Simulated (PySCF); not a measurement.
Vertical excitations of a molecule C5H5Cl from TDA-B3LYP/def2-SVPD in PySCF, as energy in eV (oscillator strength): 6.10 (0.007), 6.25 (0.100), 6.38 (0.004), 6.64 (0.113), 6.67 (0.031), 6.84 (0.148), 6.88 (0.007), 6.94 (0.007), 7.01 (0.029), 7.13 (0.021). Lowest triplet (TDA): 4.12 eV. Coordinates come from a B3LYP-D3(BJ)/def2-SVP optimisation. Other conformers were not sampled.

Question: Which structure fits?
A) C#CC/C=C/Cl
B) C#CCC(=C)Cl
C) C#C/C(C)=C/Cl
D) C=CC=C=CCl

Answer: A, C#CC/C=C/Cl
